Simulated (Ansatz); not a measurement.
Basis sets compared for Al₅O₉H₃. The state is a singlet with charge 0. Geometry r2SCAN-D4/def2-SVP. Ansatz on 4 threads of Arm Neoverse V1 on a shared host; times are rough, and most runs start from earlier orbitals.

```xyz
17

Al   -1.497    1.712   -0.130
Al   -0.107    0.650    1.826
Al   -0.469   -1.669    0.277
Al    1.958   -1.772   -1.669
Al    1.158    0.840   -0.483
O     1.489    0.881    1.232
O    -1.965   -2.277    1.022
O     2.068   -0.059   -1.614
O    -1.783   -1.512    2.215
O     0.128    2.303   -0.936
O    -0.571    0.067   -0.212
O    -0.305   -1.148    2.150
O    -1.337    1.816    1.616
O     0.734   -2.426   -0.648
H     2.870   -2.670   -2.571
H     0.401    3.215   -1.095
H    -2.773    2.048   -0.977
```

The structure holds 2 bond(s) between oxygen atoms. The restricted singlet is unstable towards broken spin symmetry in Hartree–Fock (as tested in another run); at PBE-D4/def2-SVP, PBE-D4/def2-TZVP, PBE0-D4/def2-SVP, PBE0-D4/def2-TZVP this wasn't settled. Another isomer (singlet) lies 7.61 eV lower at PBE0-D4/def2-TZVP; other spin states weren't run for this one.

Binding counts from free atoms (Al doublet, O triplet, H doublet) in the same basis, without a counterpoise term.

```tsv
level	functions	energy (Eh)	HOMO (eV)	LUMO (eV)	binding per atom (eV)	wall time
PBE-D4/def2-SVP	231	-1889.3288	-5.77	-3.17	4.63	6 s
PBE0-D4/def2-SVP	231	-1889.4149	-7.77	-1.89	4.43	9 s
```

(1) Estimate the rows for PBE-D4/def2-TZVP (with forces), PBE0-D4/def2-TZVP.

Results:

(1) 
```tsv
level	functions	energy (Eh)	HOMO (eV)	LUMO (eV)	binding per atom (eV)	wall time
PBE-D4/def2-TZVP (with forces)	482	-1890.5933	-5.85	-3.22	4.59	20 s
PBE0-D4/def2-TZVP	482	-1890.6729	-7.74	-1.89	4.41	57 s
```
